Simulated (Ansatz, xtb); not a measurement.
**Isomers of C6H8O2 in order of energy**

3 gas-phase structures of C6H8O2, from a drawn sample of its isomers (lower ones may exist). Each was relaxed with GFN2-xTB; where two conformers were screened, the lower at r2SCAN-D4/def2-SVP//GFN2-xTB is listed:

A. `CO[C@@H]1C(=O)[C@H]2C[C@H]21`, a singlet
B. `COC1=C(O)[C@@H]2C[C@H]12`, a singlet
C. `CO[C@@H]1C(=O)[C@@H]2C[C@H]12`, a singlet

Which do you expect lowest at r2SCAN-D4/def2-SVP//GFN2-xTB, and how would the others follow?

Calculated order at r2SCAN-D4/def2-SVP//GFN2-xTB: C (0.0), A (1.8), B (27.9) kcal/mol.

Energies above the lowest of each column, in kcal/mol; the last columns are at r2SCAN-D4/def2-SVP geometries:

```
structure  GFN2-xTB  HF/STO-3G  r2SCAN-D4/def2-SVP//GFN2-xTB  r2SCAN-D4/def2-SVP  CCSD(T)/def2-SVP + ΔMP2/def2-TZVPP
        C       0.0        0.0                           0.0                 0.0                                 0.0
        A       0.9        2.1                           1.8                 1.5                                 1.7
        B      18.1       33.2                          27.9                25.3                                24.2
```

Every level run on C puts it lowest or level with the lowest. Flexible structures stand in one conformer each, not always the lowest. ΔMP2 is the change of the MP2 energy from the smaller to the larger basis.

Programs: Ansatz 0.2.0, xtb 6.7.1.
